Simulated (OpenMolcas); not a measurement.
Pr4+ among 8 point charges of -2 e arranged as a hexagonal bipyramid (D6h). The axial distance is 1.17 times the equatorial one, R.

| Property | Result |
| --- | --- |
| Program | OpenMolcas |
| Method | SS-CASPT2, IPEA 0.25 Eh, imaginary shift 0.1 Eh (closed shells correlated: 5s 5p) |
| Basis | ANO-RCC-VTZP [8s7p5d3f2g1h] |
| Scalar Hamiltonian | DKH2, point nucleus |
| Active space | 1 electron in 7 orbitals (4f) |
| State averaging | 2S+1 = 2 odd, 7 roots |
| Spin-orbit coupling | RASSI with atomic mean-field integrals over the reference wave functions |

All point charges move together. At R = 2.71 Å the width of the lowest J multiplet is 1621 cm-1, and at R = 2.89 Å it is 1374 cm-1.

**Question.** A third run gives 1052 cm-1. What distance was it run at?

**Answer.** With a power law R^-n the two known points give n = -ln(1374 / 1621) / ln(2.89 / 2.71) = 2.57. Then R = 2.71 × (1621 / 1052)^(1/2.57) = 3.206 Å. The run was at 3.22 Å, so the estimate is off by -0.014 Å.

Roots that are degenerate in the reference are averaged as groups; the widest CASPT2 spread within a group is 27 cm-1 (the 2-fold group of multiplicity 2 near 0 cm-1 above the lowest state of its run, R = 3.22). Shifts and gaps below about the spread of the groups concerned are not significant. Point charges carry no covalency, so the field is a model and not that of real ligands. An unlabelled pair can be two single states that coincide in this model. No measured value stands beside these numbers.
